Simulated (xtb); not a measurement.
Input file for xtb: GFN2-xTB on H3NPb (SMILES [NH2][PbH]), a point of a bond scan (R = 3.729 Å).

```
$ xtb mol.xyz --gfn 2 --sp --chrg 0 --uhf 0
5

Pb    -0.05694593     0.13456917     0.16632944
H     -1.43390123     2.35446711    -2.49534014
N      0.56443627    -1.27984887    -1.29975235
H      0.42875834    -1.17436011    -2.29403486
H      1.03517771    -2.14588818    -1.08220763
```

### Question
Predict the final total energy.

### Answer
-6.6254 hartree.
